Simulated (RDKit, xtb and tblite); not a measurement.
Torsional profile of SMILES C(=Cc1cccs1)c1ccccn1, singlet. Scanned: dihedral C2–C1–C8–N13 and dihedral C1–C2–C3–S7; all other coordinates were relaxed at GFN2-xTB. Points at φ and −φ are mirror images. Heavy atoms are numbered in the order of the SMILES C(=Cc1cccs1)c1ccccn1, hydrogens after them in the order of the atoms that carry them; the mirror image has the same energies with the sign of each dihedral reversed.

- GFN2-xTB (xtb and tblite)
- MMFF94 // GFN2-xTB (RDKit)
- UFF // GFN2-xTB (RDKit)

Energies in kJ/mol at chosen points (x: dihedral C2–C1–C8–N13 (°); y: dihedral C1–C2–C3–S7 (°)), relative to x = 0, y = 0:

```csv
method,"(-120, 60)","(180, 180)","(150, 30)","(90, 150)","(150, 90)","(0, -60)","(30, -120)"
GFN2-xTB,35.7,7.5,13.4,33.3,35.5,20.5,24.9
MMFF94,21.5,2.0,14.7,17.3,23.7,7.9,10.5
UFF,38.7,13.5,14.5,34.6,41.6,19.0,23.8
```
